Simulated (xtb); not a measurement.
xtb input (GFN2-xTB):

```bash
xtb mol.xyz --gfn 2 --ohess tight --chrg -1 --uhf 0
```
mol.xyz:
```
10

C      1.58748857    -0.72092891    -0.54354979
Si     0.18682814     0.49707859    -0.24595655
C     -1.42814789    -0.32601187     0.38891447
Cl     0.74187110     1.93650765     1.10635783
Cl    -0.28217618     1.44738284    -1.98310245
H      2.49557962    -0.22975282    -0.90266157
H      1.86344135    -1.22004742     0.42950284
H     -2.22895549     0.38496001     0.54551529
H     -1.72495473    -1.03702970    -0.28780560
H     -1.19615850    -0.83157255     1.39181702
```

End of the output:

```
optimized geometry written to: xtbopt.xyz

           -------------------------------------------------
          | TOTAL ENERGY              -17.905847246869 Eh   |
          | TOTAL ENTHALPY            -17.833604762755 Eh   |
          | TOTAL FREE ENERGY         -17.876763807278 Eh   |
          | GRADIENT NORM               0.000245888711 Eh/α |
          | HOMO-LUMO GAP               4.261693872911 eV   |
           -------------------------------------------------

------------------------------------------------------------------------
------------------------------------------------------------------------
 total:
 SCF:
 ANC optimizer:
 analytical hessian:
```

It need not be the lowest isomer of its formula. Whether it binds its extra electron was not tested at this geometry.
